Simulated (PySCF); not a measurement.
A calculated (M06-2X, PySCF 2.14, aug-cc-pVTZ-DK, the spin-free X2C one-electron Hamiltonian (Gaussian nucleus)) atom or ion has these occupied shells.

```
shell  electrons  orbital energy (eV)  rms radius, mean of both spins (bohr)
 1s α          1             -12612.5                                 0.0508
 1s β          1             -12612.3                                 0.0508
 2s α          1              -1648.2                                  0.212
 2s β          1              -1648.2                                  0.212
 2p α          3              -1452.1                                  0.189
 2p β          3              -1452.0                                  0.189
 3s α          1              -229.68                                  0.616
 3s β          1              -229.49                                  0.616
 3p α          3              -167.60                                  0.637
 3p β          3              -167.34                                  0.637
 3d α          5              -63.063                                  0.697
 3d β          5              -62.891                                  0.697
 4s α          1              -21.839                                   1.97
 4s β          1              -18.347                                   1.97
 4p α          3               -9.498                                   2.48
 4p β          1               -7.939                                   2.48
```

Q: Name the element and its charge.

A: Se (selenium, neutral), in [Ar] 3d10 4s2 4p4, high-spin 3P determinant.
